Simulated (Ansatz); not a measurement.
Two isomers of C3H7FSn: A = `FC1[CH2][SnH2][CH2]1`, B = `[F][SnH]1[CH2]C[CH2]1`.

Calculated with Ansatz (gas phase, PBE0-D4/def2-TZVP geometries, no zero-point term in ΔE). CCSD(T)/CBS adds triple-zeta CCSD(T) − MP2 to the extrapolated MP2 energy (def2 sets, frozen cores). Functionals use def2-TZVPP. B3LYP here is the variant with VWN-RPA as its local correlation; programs differ in this. def2 core potentials past Kr. For Sn outer-core shells are correlated without core-valence functions, which leaves a few kJ/mol of doubt a bond.

A:

```xyz
12

F     1.239   -1.052   -1.680
C     0.464   -0.799   -0.552
C    -0.867   -0.137   -0.893
Sn   -0.799    0.792    1.062
C     1.165    0.119    0.445
H     0.281   -1.775   -0.086
H    -0.722    0.650   -1.637
H    -1.661   -0.807   -1.213
H    -1.082    2.467    1.170
H    -1.540   -0.047    2.347
H     1.649    0.949   -0.076
H     1.874   -0.361    1.115
```

B:

```xyz
12

F     2.8506    0.6246    0.5213
Sn    1.4059   -0.2620   -0.4115
C    -0.1830   -0.8638    0.9164
C    -1.1573   -0.0115    0.0724
C    -0.3024    1.0236   -0.6931
H     2.2230   -1.2043   -1.5772
H     0.0167   -0.4256    1.8968
H    -0.4567   -1.9095    1.0460
H    -1.9388    0.4570    0.6796
H    -1.6661   -0.6581   -0.6481
H    -0.6592    1.2936   -1.6854
H    -0.1326    1.9360   -0.1171
```

Q: Which is lower in electronic energy at CCSD(T)/CBS, and by how much? (Estimate.)

A: Ansatz gave: B, by 29.5 kcal/mol.

Q: Give E(B) − E(A) in kcal/mol with B3LYP-D4, PBE-D4, PBE0-D4, r2SCAN-D4, HF/def2-TZVPP, B2PLYP, CCSD(T)/def2-TZVPP. (An estimate is asked.)

A: The calculation gave: B3LYP-D4 -28.5, PBE-D4 -27.6, PBE0-D4 -26.9, r2SCAN-D4 -28.0, HF/def2-TZVPP -27.4, B2PLYP -29.0, CCSD(T)/def2-TZVPP -26.9. None reverses the order clearly.

Largest T1 diagnostic: 0.012.

From PBE to PBE0 (25 % exact exchange), in def2-TZVPP and without D4, E(B) − E(A) moves by +0.7 kcal/mol.
